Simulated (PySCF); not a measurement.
# Dipole response of Hg⁺ (mercury, charge +1)

[Xe] 4f14 5d9 6s1 6p1, one real determinant (an excited configuration). Computed with PySCF 2.14 in def2-TZVPPD with the def2 core potential (60 electrons) (6s6p3d2f1g, 62 functions), with a scalar-relativistic core potential. Coupled (time-dependent) response in atomic units; α is the mean over directions.

```json
{"method": "UHF", "mean α (bohr³)": "24.01", "α xx, yy, zz": "22.56, 22.56, 26.92", "C₆ (like pair)": "194.9", "S(−4)": "190.7"}
{"method": "PBE", "mean α (bohr³)": "23.70", "α xx, yy, zz": "20.58, 20.58, 29.94", "C₆ (like pair)": "191.9", "S(−4)": "194.6"}
{"method": "PBE0", "mean α (bohr³)": "23.56", "α xx, yy, zz": "20.89, 20.89, 28.89", "C₆ (like pair)": "190.7", "S(−4)": "187.8"}
{"method": "B97-3", "mean α (bohr³)": "23.65", "α xx, yy, zz": "20.96, 20.96, 29.04", "C₆ (like pair)": "191.2", "S(−4)": "189.7"}
```

S(−4) is the Cauchy moment in α(ω) = α(0) + S(−4) ω² + …

Spin-orbit coupling is absent.

α(iu) at B97-3:

```csv
u (hartree),α(iu) (bohr³)
0,23.65
0.0500,23.19
0.100,21.95
0.200,18.38
0.300,14.92
0.500,10.15
0.750,7.014
1.00,5.316
1.50,3.509
2.00,2.521
3.00,1.465
5.00,0.6508
```

For an ion, C₆ is the dispersion term alone; charge-induced terms of lower order in 1/R come first.

The components differ because the open shell of this determinant is not spherical; for a pure term their mean is the scalar polarisability.

⟨L²⟩ = 8.04 against 12 for a pure F term, so this real determinant mixes terms. Energies and moments cover only the electrons outside the core potential. Spin-orbit coupling, absent here, splits the open shell strongly.
